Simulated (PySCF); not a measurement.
CH3Te, SMILES C[Te], multiplicity 2.

Coordinates come from a B3LYP-D3(BJ)/def2-TZVP optimisation. The isomer is the one that the SMILES or the coordinates give; other isomers of the formula were not compared. The def2 effective core potentials stand for the cores of Te; spin–orbit coupling is left out.

The numbers are results of PySCF with PBE/def2-TZVPD, not measurements.

The molecule is in vacuum.

```json
{
  "total_energy": "-307.85729 hartree",
  "point_group": "Cs",
  "α spin, highest occupied and lowest empty level": "-5.16 and -1.40 eV",
  "β spin, highest occupied and lowest empty level": "-4.88 and -4.71 eV",
  "dipole_moment": "1.23 D",
  "quadrupole, principal values (traceless, Buckingham form, about the centre of nuclear charge)": "-4.73, 1.39, 3.35 D·Å",
  "mean_static_polarisability": "57.8 bohr³ (8.57 Å³)",
  "polarisability_principal_values": "48.4, 56.6, 68.4 bohr³",
  "⟨S²⟩": "0.753 (pure state 0.75)"
}
```
